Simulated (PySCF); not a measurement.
Working out the excitation energy of He

He 1s2 (1S) → He 1s1 2p1 (3P). Computed with PySCF 2.14 in dyall-av3z (10s3p2d, 29 functions), with the spin-free X2C one-electron Hamiltonian (Gaussian nucleus). Frozen: nothing; the 4 highest virtual orbitals dropped. Energies in hartree (1 hartree = 27.21139 eV):

| part | He (lower) | He (upper) |
| --- | --- | --- |
| UHF | -2.861763 | -2.004498 |
| MP2 opposite-spin | -0.034151 | 0.000000 |
| MP2 same-spin | 0.000000 | -0.003158 |

**Question.** What does Hartree-Fock give?

**Answer.** (-2.004498) − (-2.861763) = 0.857265 hartree = 23.327 eV.

**Question.** What do MP2 and SCS-MP2 (6/5 opposite-spin, 1/3 same-spin) give?

**Answer.** The opposite-spin parts differ by 0.929 eV and the same-spin parts by -0.086 eV. MP2: 23.327 + (0.929) + (-0.086) = 24.170 eV. SCS-MP2: 23.327 + 1.2 × (0.929) + (-0.086)/3 = 24.413 eV.

Measured between the centres of the two terms (NIST): 20.964 eV, so MP2 (valence) is off by 3.206 eV.

What remains against the reference includes basis incompleteness and correlation beyond second order.
